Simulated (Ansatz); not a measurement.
# Ligand exchange: SnH2(CH3)Cl + C2H3F3 → SnH2(CH3)F + C2H3ClF2

Species: SnH2(CH3)Cl, singlet; C2H3F3 (1,1,2-trifluoroethane) `FCC(F)F`, singlet; SnH2(CH3)F, singlet; C2H3ClF2 `FCC(F)Cl`, singlet. The partners trade Cl for F: Sn–Cl and C–F bonds give way to Sn–F and C–Cl.

Shapes, held fixed at every level: PBE0-D4/def2-TZVP. Flexible molecules stand in one conformer, not always the lowest. Programs: Ansatz 0.2.0. The zero-point and thermal change to 298 K, harmonic and unscaled (PBE0-D4/def2-TZVP), is -2.6 kJ/mol.

| level | kind | ΔH(298 K) (kJ/mol) | less CCSD(T)/def2-TZVPP | CPU time (sum over the molecules) |
| --- | --- | --- | --- | --- |
| HF/def2-SVP | Hartree–Fock | +84.8 | +41.5 | – |
| SPW92/def2-TZVPP | LDA | +41.5 | -1.8 | 8.8 s |
| PBE-D4/def2-TZVPP | GGA | +35.7 | -7.6 | 17 s |
| r2SCAN0-D4/def2-TZVPP | global hybrid | +48.0 | +4.7 | 33 s |
| wB97M-V/def2-TZVPP | range-separated hybrid | +42.8 | -0.5 | 75 s |
| CCSD(T)/def2-SVP | coupled cluster or CI | +56.6 | +13.3 | 28 s |
| CCSD/def2-TZVPP | coupled cluster or CI | +46.8 | +3.5 | – |
| CCSD(T)/def2-TZVPP | coupled cluster or CI | +43.3 | 0.0 | 9.1 min |

The highest level, CCSD(T)/def2-TZVPP, gives ΔH(298 K) = +43.3 kJ/mol; the levels span +35.7 to +84.8. The column of differences is taken from that level and isn't an error. No measured value is set beside it here. For atoms past krypton def2 sets carry core potentials with scalar relativity. Correlated rows may include outer-core shells of Sn, which these sets cover unevenly. Times are processor times on shared x86 and Arm servers, and rough.
